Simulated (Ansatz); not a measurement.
Input and output for Ag3H3⁻ (the lowest doublet isomer of a short search).

```yaml
crystal:
  periodic: [false, false, false]
  atoms:
    - {symbol: Ag, position_ang: [0.143499, 0.193486, -2.108400]}
    - {symbol: Ag, position_ang: [-0.624618, -0.615044, 3.435945]}
    - {symbol: Ag, position_ang: [-0.069661, -0.132438, 0.698594]}
    - {symbol: H, position_ang: [0.781058, 0.919479, -3.458200]}
    - {symbol: H, position_ang: [0.445182, 0.362961, 2.260496]}
    - {symbol: H, position_ang: [-0.675470, -0.728444, -0.828435]}
basis:
  gaussian: {orbitals: def2-SVP}
total_charge: -1
magnetization: {spin_polarized: true, initial_magnetization: 1}
hamiltonian: {xc: {name: r2SCAN}, dispersion: rvv10}
scf: {omitted_lower_state_checks: [starts]}
```

```sh
$ ansatz run in.yaml --threads 4 --pin off --events-out ev --progress --plain --max-ram 3916MiB
```

It prints (some lines left out):

```
Functional definition: r2SCAN+rVV10
1020 factors; their error is unknown
mean field evaluation 1: about -12047.9296 eV, gradient 1.3e1 eV
mean field evaluation 2: about -12047.1358 eV, gradient 1.9e1 eV
mean field evaluation 4: about -12049.0613 eV, gradient 1.0e0 eV
mean field evaluation 8: about -12049.0716 eV, gradient 4.0e-2 eV
mean field evaluation 16: about -12049.0516 eV, gradient 1.0e-4 eV
mean field -12049.05155805 eV, -442.7944776178 hartree, gradient 2.5e-5 eV, S^2 0.754629; 0 other end points of the search recorded, 0 dependent functions left out
reference -12049.05158931 eV, -442.7944787666 hartree; 31, 30 occupied and 77, 78 virtual orbitals, 1020 factors
Total energy: -12049.05158931 eV, -442.7944787666 hartree
Checks for a lower state left out: starts
```

Hardware: 4 threads of Arm Neoverse V1 on a shared host. Wall time 7 s.

In the def2 sets Ag takes a core potential; there is no spin–orbit coupling. The highest occupied level of an anion often lies above zero with these methods, and sets without diffuse functions describe the outer electron poorly.
